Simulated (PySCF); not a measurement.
ClFH5NSi2, SMILES [Si@H](N)(Cl)[SiH2]F.

The structure is a stationary point at r2SCAN-D4/def2-SVP. The structure was generated by enumeration; whether it is a known compound was not checked. Other conformers were not sampled.

Computed with PBE/def2-TZVP run with PySCF.

The molecule is in vacuum.

```json
{
 "total_energy": "-1196.37769 hartree",
 "highest_occupied_level": "-6.67 eV",
 "lowest_empty_level": "-1.53 eV",
 "orbital_gap": "5.14 eV",
 "dipole_moment": "1.88 D",
 "quadrupole, principal values (traceless, Buckingham form, about the centre of nuclear charge)": "-13.67, 3.26, 10.41 D·Å",
 "mean_static_polarisability": "74.3 bohr³ (11.00 Å³)",
 "polarisability_principal_values": "64.5, 76.7, 81.5 bohr³"
}
```
